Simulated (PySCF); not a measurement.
C$_{3}$H$_{7}$O (SMILES CC(C)[O]), doublet, geometry from GFN2-xTB. Base run: B3LYP/6-31G* run with PySCF.

Geometry (Å):
```xyz
11

O      0.0888     1.4162    -0.0233
C      0.0096     0.1414     0.2726
H      0.0110     0.1136     1.3971
C     -1.3201    -0.5440    -0.1188
C      1.2411    -0.7048    -0.1259
H     -1.3636    -0.6128    -1.2033
H      1.2696    -0.7781    -1.2106
H     -2.1629     0.0526     0.2194
H      2.1537    -0.2183     0.2074
H     -1.3820    -1.5407     0.3080
H      1.1802    -1.7015     0.3009
```
Charge 0, spin multiplicity 2.
Orbitals are unrestricted.
All else is at PySCF's defaults.
Base energy -193.68185 Eh.

The base run was repeated with changes; each row names its change, and settings that it needs were set with it.

```tsv
change	ΔE vs base (mEh)	grid points	electrons on the grid
base	0.000	125096	32.99999
grids.atom_grid = (50, 194)	0.014	72680	32.99990
grids.level = 0	-33.261	8688	33.01571
grids.radi_method = delley	0.000	135248	32.99999
grids.radi_method = gauss_chebyshev	0.000	122288	32.99999
grids.prune = dft.gen_grid.treutler_prune	-0.002	107272	32.99999
grids.level = 4	-0.002	224040	33.00000
grids.atom_grid = (75, 302)	0.000	160304	32.99999
grids.atom_grid = (150, 974)	-0.002	894064	33.00000
grids.radi_method = mura_knowles	0.000	119696	32.99999
grids.becke_scheme = stratmann	0.001	125096	32.99999
```

Open shells are given as the SCF converged; they aren't shown to be the lowest states, and a large step between rows can be another state.
